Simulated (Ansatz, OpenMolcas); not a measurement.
## CH5BOSi (SMILES B[SiH2]C=O): the vertical ionisation energy, rung by rung

CH5BOSi: 9 atoms, total charge 0, spin state singlet. As SMILES, `B[SiH2]C=O`. The shape is that of a PBE0-D4/def2-TZVP optimisation. This is one conformer, not always the lowest.

Quantity: the vertical ionisation energy (to the doublet cation), in eV. The values are calculated.

```tsv
level	kind	program	value (eV)	less CCSD(T)/def2-SVP	CPU time (all runs)
M06-L/def2-SVP	meta-GGA	OpenMolcas	9.12	+0.05	2.5 min
r2SCAN/def2-SVP	meta-GGA	Ansatz	9.08	+0.01	39 s
r2SCAN0/def2-SVP	hybrid meta-GGA	Ansatz	9.22	+0.15	48 s
wB97X/def2-SVP	range-separated hybrid	Ansatz	9.31	+0.24	90 s
RPA@PBE0/def2-SVP	RPA	Ansatz	9.13	+0.06	37 s
CCSD(T)/def2-SVP, open shells restricted	coupled cluster or CI	OpenMolcas	9.07	0.00	2.1 min
CCSD(T)/def2-SVP	coupled cluster or CI	Ansatz	9.08	+0.01	90 s
CCSD/def2-SVP	coupled cluster or CI	Ansatz	9.08	+0.01	72 s
```

Differences are taken from CCSD(T)/def2-SVP, open shells restricted for orientation; it has basis-set and higher-order errors of its own. The values span 9.07 to 9.31 eV. Times are those of the runs behind each value, whatever else they computed, on shared processors of several kinds: orders of magnitude only.
